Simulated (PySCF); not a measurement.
Working out the ionisation energy of V

V [Ar] 3d3 4s2 (4F) → V⁺ [Ar] 3d4 (5D). All numbers are calculated (PySCF 2.14, scalar relativity by spin-free X2C-1e, in cc-pVDZ-DK (6s5p3d1f, 43 functions)). Frozen: [Ar]. Energies in hartree (1 hartree = 27.21139 eV):

| part | V (lower) | V⁺ (upper) |
| --- | --- | --- |
| UHF | -948.140017 | -947.913688 |
| MP2 opposite-spin | -0.028990 | 0.000000 |
| MP2 same-spin | -0.020768 | -0.037844 |

Question: What does Hartree-Fock give?

Answer: (-947.913688) − (-948.140017) = 0.226329 hartree = 6.159 eV.

Question: What do MP2 and SCS-MP2 (6/5 opposite-spin, 1/3 same-spin) give?

Answer: The opposite-spin parts differ by 0.789 eV and the same-spin parts by -0.465 eV. MP2: 6.159 + (0.789) + (-0.465) = 6.483 eV. SCS-MP2: 6.159 + 1.2 × (0.789) + (-0.465)/3 = 6.951 eV.

Measured between the centres of the two terms (NIST): 6.732 eV, so MP2 (valence) is off by -0.249 eV.

A double-zeta basis recovers only part of the correlation energy.

What remains against the reference includes basis incompleteness, the frozen core and correlation beyond second order.
